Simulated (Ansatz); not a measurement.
Molecule: sum formula SiHF, net charge 0, singlet state. SMILES: F[SiH]
Geometry: optimised at B3LYP-D3(BJ)/def2-TZVP (Ansatz, a first-principles code).

Property: vertical electron affinity (to the doublet state of charge -1; a negative value means that the extra electron is unbound and the number depends on the basis; each state is the SCF solution reached for its spin; for the singlet the Hartree-Fock reference is unstable and T1 is 0.015), in eV. Cores are frozen in the correlated levels unless marked. UHF or UKS for open shells. No spin-orbit coupling. No relativistic terms. Anions need diffuse functions: aug- sets have them; def2-D sets add few. CBS marks a two-point X^-3 extrapolation of the correlation energy; Hartree-Fock from the larger set.

```json
[
 {"level": "HF/aug-cc-pV(T+d)Z", "program": "Ansatz", "vertical electron affinity (eV)": "0.28"}
]
```

**Question.** Estimate the value at CCSD(T)/CBS(aug-cc-pV(T+d)Z,aug-cc-pV(Q+d)Z) as computed with Ansatz.

**Answer.** 0.64 eV, so HF/aug-cc-pV(T+d)Z differs from it by -0.36 eV.
